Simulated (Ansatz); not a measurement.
`[CH3][Ge]([OH])([OH])[F]` and `[CH3][Ge]([OH])([OH])[GeH3]` differ in one atom or group.

Ansatz, PBE0-D4/def2-TZVP geometries, multiplicity 1. Each molecule was computed in one conformer, which needn't be the lowest.

Scalar relativity is left out up to krypton.

```
                                        property  `[CH3][Ge]([OH])([OH])[F]`
             LUMO energy (B3LYP/def2-TZVPP) / eV                       -0.21
           LUMO energy (ωB97M-V/def2-TZVPP) / eV                        1.79
size of the dipole moment (B3LYP/def2-TZVPP) / D                        1.10
               HOMO energy (PBE/def2-TZVPP) / eV                       -7.30
               LUMO energy (PBE/def2-TZVPP) / eV                       -0.76
  size of the dipole moment (PBE/def2-TZVPP) / D                        1.05
```

**Question.** What does the change do to each property? (Best estimate.)

**Answer.** Ansatz gave: 
| property | `[CH3][Ge]([OH])([OH])[GeH3]` | shift |
| --- | --- | --- |
| LUMO energy (B3LYP/def2-TZVPP) / eV | -0.31 | -0.10 |
| LUMO energy (ωB97M-V/def2-TZVPP) / eV | 1.59 | -0.20 |
| size of the dipole moment (B3LYP/def2-TZVPP) / D | 1.60 | 0.50 |
| HOMO energy (PBE/def2-TZVPP) / eV | -6.40 | 0.90 |
| LUMO energy (PBE/def2-TZVPP) / eV | -0.84 | -0.08 |
| size of the dipole moment (PBE/def2-TZVPP) / D | 1.41 | 0.36 |

With PBE0 the HOMO rises by 1.37 eV and the LUMO falls by 0.19 eV, so the gap narrows by about 1.56 eV. PBE moves the HOMO by 0.90 eV and ωB97M-V by 1.69 eV. Dipoles are sizes alone; their direction can turn.

B3LYP here is the variant with VWN-RPA as its local correlation; programs differ in this.
